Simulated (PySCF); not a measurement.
Write Cartesian coordinates for `CCCCn1cccc1C#N` as optimised with GFN2-xTB.

```xyz
23
C9H12N2 angstrom
C      2.8796   -0.5472   -1.0128
C      1.5190    0.0735   -0.7222
C      1.3402    0.3512    0.7688
C      0.0100    1.0457    1.0820
N     -1.1204    0.2313    0.7211
C     -1.5788   -0.8392    1.4037
C     -2.6294   -1.3997    0.7148
C     -2.8166   -0.6402   -0.4441
C     -1.8643    0.3673   -0.4211
C     -1.6439    1.3863   -1.3492
N     -1.4682    2.2249   -2.1156
H      3.6800    0.1200   -0.7010
H      2.9923   -1.4884   -0.4785
H      2.9893   -0.7410   -2.0766
H      1.4154    1.0068   -1.2801
H      0.7355   -0.6061   -1.0650
H      1.3942   -0.5893    1.3224
H      2.1499    0.9949    1.1179
H     -0.0440    1.2682    2.1530
H     -0.0554    1.9847    0.5250
H     -1.1400   -1.1296    2.3384
H     -3.1996   -2.2566    1.0139
H     -3.5495   -0.7909   -1.2117
```

Any rigid rotation of these coordinates is as good. Atoms count from 1 in this order. The 7 C–C bonds span 1.376 Å (C6–C7, aromatic) to 1.533 Å (C3–C4, drawn single), a spread of 0.157 Å. The 5-membered ring N5–C6–C7–C8–C9 has internal angles of 106.8° to 109.2°; it is planar, 0.00 Å rms from its mean plane, widest ring torsion 0°. The C–N distances run from 1.150 Å (C10≡N11, drawn triple) to 1.439 Å (C4–N5, drawn single), a spread of 0.289 Å. N5 (pyrrole-type nitrogen) is planar (angles 126.1°, 125.4° and 108.4°, sum 359.9°, 0.03 Å off the plane of its three neighbours).

Bonds between heavy atoms (Å): C1–C2 1.523, C2–C3 1.527, C3–C4 1.533, C4–N5 1.439, N5–C6 1.350, C6–C7 1.376, C7–C8 1.398, C8–C9 1.387, C9–C10 1.396, C10≡N11 1.150, N5–C9 1.370.

The geometry is computed with GFN2-xTB (gas phase).

Point group: C1 (no symmetry element, even within 0.4 Å). No frequency check. The numbers are those of one conformer (C1–C2–C3–C4 177°, C2–C3–C4–N5 62°, C3–C4–N5–C6 76°).
